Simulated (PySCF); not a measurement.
C4H5F3.
Numbering: `[F:1][CH:2]([F:3])[C@@H:4]1[CH2:5][C@@H:6]1[F:7]` (hydrogens: H8 on C2; H9 on C4; H10, H11 on C5; H12 on C6)

Geometry (GFN2-xTB, Å), atoms numbered from 1 in this order:
```xyz
12
C4H5F3 angstrom
F      2.172    0.281   -1.125
C      1.049   -0.431   -0.869
F      1.451   -1.723   -0.745
C      0.396    0.046    0.400
C     -1.000   -0.429    0.714
C     -0.770    0.987    0.314
F     -1.188    1.371   -0.923
H      0.393   -0.366   -1.750
H      1.098    0.178    1.213
H     -1.474   -1.076   -0.008
H     -1.253   -0.645    1.739
H     -0.872    1.807    1.013
```

Computed with PBE0/def2-SVPD in PySCF (dipole) on a GFN2-xTB geometry, gas phase.

Masses are those of the commonest isotopes; rigid-rotor values at the optimised geometry. The values belong to one conformer with, in the numbering `[F:1][CH:2]([F:3])[C@@H:4]1[CH2:5][C@@H:6]1[F:7]`, F1–C2–C4–C5 168°.

Question: What are A, B and C (GHz)?

Answer: Ia = 114.53, Ib = 270.90, Ic = 327.85 u·Å²; 505379 MHz·u·Å²/I gives 4413, 1866 and 1541 MHz, that is A = 4.4128, B = 1.8655, C = 1.5415 GHz.

Question: What kind of rotor is it?

Answer: An asymmetric top; Ray's κ = -0.774.

Question: Is it planar, by Δ = Ic − Ia − Ib?

Answer: Not planar: Δ = Ic − Ia − Ib = -57.58 u·Å². For a rigid frame Δ = −2 Σ m c², so Σ m c² = 28.79 u·Å² lies off the ab plane: 7.30 from hydrogen and 21.48 from heavier atoms. The atom farthest from that plane is 1.68 Å away.

Question: Where do the levels up to J = 3 lie, in cm⁻¹?

Answer: Above 0(0,0):
J = 1: 1(0,1) 0.1136, 1(1,1) 0.1986, 1(1,0) 0.2094
J = 2: 2(0,2) 0.3400, 2(1,2) 0.4151, 2(1,1) 0.4475, 2(2,1) 0.7024, 2(2,0) 0.7034
J = 3: 3(0,3) 0.6771, 3(1,3) 0.7392, 3(1,2) 0.8040, 3(2,2) 1.0434, 3(2,1) 1.0481, 3(3,1) 1.4958, 3(3,0) 1.4959

Question: Which lines would a microwave search look for?

Answer: The dipole components are |μa| = 2.04 D, |μb| = 1.52 D, |μc| = 0.90 D. Intensities carry the squares of the components, which stand as 1.00 : 0.55 : 0.19 (a : b : c). Some lines, for components of 0.1 D or more:

| type | branch | J(Ka,Kc) | MHz | lower level (cm⁻¹) |
| --- | --- | --- | --- | --- |
| a | Q | 2(1,1) ← 2(1,2) | 972 | 0.415 |
| c | Q | 2(1,2) ← 2(0,2) | 2252 | 0.340 |
| c | Q | 1(1,1) ← 1(0,1) | 2547 | 0.114 |
| b | Q | 1(1,0) ← 1(0,1) | 2871 | 0.114 |
| b | Q | 2(1,1) ← 2(0,2) | 3224 | 0.340 |
| a | R | 1(0,1) ← 0(0,0) | 3407 | 0.000 |
| b | R | 2(0,2) ← 1(1,1) | 4238 | 0.199 |
| b | R | 1(1,1) ← 0(0,0) | 5954 | 0.000 |
| c | R | 1(1,0) ← 0(0,0) | 6278 | 0.000 |
| a | R | 2(1,2) ← 1(1,1) | 6490 | 0.199 |
| a | R | 2(0,2) ← 1(0,1) | 6785 | 0.114 |
| c | Q | 2(2,1) ← 2(1,1) | 7642 | 0.448 |
| b | R | 2(1,2) ← 1(0,1) | 9037 | 0.114 |
| c | R | 2(1,1) ← 1(0,1) | 10009 | 0.114 |
| b | R | 2(2,1) ← 1(1,0) | 14780 | 0.209 |
| c | R | 2(2,0) ← 1(1,0) | 14809 | 0.209 |
| b | R | 2(2,0) ← 1(1,1) | 15133 | 0.199 |

Question: Estimate the classical rotational partition function at 10 K, 25 K and 298.15 K.

Answer: Point group C1, symmetry number σ = 1; q = (√π/σ)·√((kT/h)³/(ABC)), k/h = 20836.6 MHz/K: 1500 at 10 K, 5920 at 25 K, 244000 at 298.15 K.

Not checked by GFN2-xTB frequencies. These are rigid-rotor constants of the computed structure; measured ground-state constants (B0) also hold zero-point vibration.
